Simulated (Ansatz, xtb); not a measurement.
Two isomers of CH6ClF3Si3

We compare a, `FC(F)(F)[SiH](Cl)[SiH2][SiH3]`, a singlet, with b, `FC(F)(F)[SiH2][SiH2][SiH2]Cl`, a singlet. Both are isolated molecules in the gas phase, relaxed with PBE-D3(BJ)/def2-SVP; each stands in its lowest conformer found.

Q: Which of the two would you expect CCSD(T)/def2-SVP + ΔMP2/def2-TZVPP electronic energies to favour?

A: CCSD(T)/def2-SVP + ΔMP2/def2-TZVPP gives E(b) − E(a) = +0.25 kcal/mol, slightly favouring structure a, which is too small a margin to settle the true order.

How the difference moves with the method:

```tsv
level	geometry	E(b) − E(a) (kcal/mol)	departure from the last row (kcal/mol)	job, with rough time for the two
GFN2-xTB	GFN2-xTB	−2.55	−2.80	optimisation, 1.1 s
HF/STO-3G	GFN2-xTB	−1.66	−1.91	single point, 3.5 s
r2SCAN-D4/def2-SVP	GFN2-xTB	+0.70	+0.45	single point, 19 s
PBE-D3(BJ)/def2-SVP	PBE-D3(BJ)/def2-SVP	+0.66	+0.41	optimisation, 3.5 min
HF/def2-SVP	PBE-D3(BJ)/def2-SVP	−0.44	−0.69	part of the CCSD(T) run
MP2/def2-SVP	PBE-D3(BJ)/def2-SVP	+0.44	+0.19	part of the CCSD(T) run
CCSD(T)/def2-SVP	PBE-D3(BJ)/def2-SVP	+0.36	+0.11	single point
CCSD(T)/def2-SVP + ΔMP2/def2-TZVPP	PBE-D3(BJ)/def2-SVP	+0.25		single point, 8.7 min
```

As drawn, both hold the same kinds of bond in the same numbers.

The largest departure from CCSD(T)/def2-SVP + ΔMP2/def2-TZVPP is that of GFN2-xTB, 2.80 kcal/mol. The last row adds to CCSD(T) the change of the MP2 difference between the two basis sets, here −0.11 kcal/mol.

With thermal terms from frequencies at re-optimised GFN2-xTB minima (ideal gas, soft modes damped towards free rotors, one conformer each, 298.15 K, 1 atm): on the last row, ΔE + ΔZPE = +0.47, ΔH = +0.29, ΔG = +0.77 kcal/mol.

The correlated steps freeze 24 core orbitals. Programs: Ansatz 0.2.0, xtb 6.7.1; the last row on 2 threads of AMD EPYC (Zen 3) on a shared host.
